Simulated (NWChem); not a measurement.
Species: C3H7BO; SMILES OB1CCC1

```xyz
12

O      0.0902    -1.9720    -0.0026
B      0.0237    -0.6152     0.0032
C      1.1678     0.4847     0.0008
C      0.0046     1.5349     0.0004
C     -1.1476     0.4698     0.0006
H     -0.7968    -2.3778    -0.0044
H      1.8302     0.5150     0.8912
H      1.8253     0.5081    -0.8936
H     -0.0027     2.1920    -0.8924
H     -0.0028     2.1879     0.8963
H     -1.8110     0.4987     0.8911
H     -1.8056     0.4922    -0.8943
```
Atoms are numbered in this order, from 1.

This is a stationary point of PBE-D3(BJ)/def2-SVP (NWChem), point group Cs. 

Question: Is it a minimum? If not, what does it relax to?

Answer: No. It has an imaginary frequency of 78i cm⁻¹. Following that mode (on a finer grid) lowers the energy by 0.3 kcal/mol and ends, with real frequencies alone, at point group C1:
```xyz
12

O      0.0843    -1.9412     0.2244
B      0.0188    -0.6149    -0.0623
C      1.1561     0.4877    -0.1477
C     -0.0039     1.4913     0.1733
C     -1.1460     0.4702    -0.1630
H     -0.8034    -2.3369     0.3078
H      2.0282     0.4592     0.5357
H      1.5359     0.6284    -1.1823
H     -0.0108     2.4359    -0.4095
H     -0.0149     1.7590     1.2494
H     -2.0336     0.4438     0.5023
H     -1.5065     0.6038    -1.2058
```
